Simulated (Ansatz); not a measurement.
```xyz
9

N     1.9053   -2.2619   -0.0661
C     1.2927   -1.3432    0.2618
Si    0.2774    0.1317    0.7300
C    -0.8303    0.4950   -0.7578
F    -1.6205    1.5994   -0.4705
H    -0.5119   -0.2268    1.9280
H     1.2062    1.2482    1.0084
H    -1.4829   -0.3542   -0.9830
H    -0.2359    0.7117   -1.6509
```

The species carries charge 0 and has multiplicity 1.

(1) List the ωB97M-V/def2-TZVPP orbital energies in eV (the Gaussian-basis code of Ansatz). (Best estimate.)

Results:

(1) The calculation gave: Occupied: -1808.20, -677.82, -395.28, -283.89, -282.35, -149.28, -103.43, -103.36, -103.36, -36.68, -28.43, -23.02, -19.64, -17.03, -16.91, -16.19, -14.91, -13.71, -13.16, -12.86, -12.82, -12.20, -11.59. Lowest empty: 1.14, 1.51, 1.73, 2.41, 2.98, 3.63, 3.84, 4.42.
